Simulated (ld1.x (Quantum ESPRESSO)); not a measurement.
**Mn: from the effect back to the setting (ultrasoft)**

Base potential:

* Element: Mn (Z = 25)
* Generator: ld1.x (Quantum ESPRESSO) 7.5
* Type: ultrasoft
* Functional: BLYP
* Relativity: fully relativistic
* Frozen core: [Ar]
* Valence charge: 7
* Reference configuration: 3d5 4s2 4p0
* Partial waves: 4s (bound): rcut 1.90, rcutus 2.35 bohr; 4s channel at 2.05 Ry: rcut 1.90, rcutus 2.35 bohr; 4p (bound, empty): rcut 2.60, rcutus 3.20 bohr; 4p channel at 2.9 Ry: rcut 2.60, rcutus 3.20 bohr; 3d (bound): rcut 1.60, rcutus 1.85 bohr; 3d channel at 3.05 Ry: rcut 1.60, rcutus 1.85 bohr
* Local potential: all-electron potential smoothed inside 1.75 bohr (lloc = -1)
* Core correction: Bessel-smoothed model core inside 1.30 bohr
* Augmentation charge: PSQ, inside the norm-conserving radii

Open shells are filled in proportion to 2j + 1 (rel_dist='average').

Cutoffs, loose and tight: the cutoffs (Ry, on a coarse ladder) from which the occupation-weighted sum of valence levels, in a spherical-Bessel basis at the reference potential, stays within 10 and 1 mRy of its value at 400 Ry. They do not see the model core or the augmentation charge, which bear on the density cutoff. Test errors are all-electron minus pseudo excitation energies from the reference, over the configurations 3d5 4s1 4p0; 3d5 4s0 4p0; 3d4 4s0 4p0; 3d5 4s0 4p1; 3d5 4s1.5 4p0; 3d6 4s1 4p0; 3d4 4s2 4p0; variants that change the core or the reference have their own tests. The largest error is taken over the tests solved by every variant that gives reliable tests at all, those not shown here included: 3d4 4s2 4p0; 3d5 4s0 4p0; 3d5 4s0 4p1; 3d5 4s1 4p0; 3d5 4s1.5 4p0.

Only the scale of all radii but the core radius (base = 1) is moved (2 further runs of the sweep failed or gave no value and are left out):

| scale of all radii but the core radius (base = 1) | cutoff, loose | cutoff, tight | bound ghosts | largest test error (meV) |
| --- | --- | --- | --- | --- |
| 0.97 | 35 Ry | 50 Ry | none | -330 |
| 1.05 | 30 Ry | 45 Ry | none | -199 |
| 1.29 | 18 Ry | 30 Ry | none | -366 |
| 1.38 | 15 Ry | 25 Ry | none | -70 |

Question: One more run gave cutoff, loose: 21 Ry; cutoff, tight: 35 Ry; bound ghosts: none; largest test error (meV): -168. Which value of the scale of all radii but the core radius (base = 1) was used?

Answer: 1.15. The loose cutoff moves one way along this sweep, from 35 Ry at 0.97 to 15 Ry at 1.38, which places the run between 1.05 and 1.29.
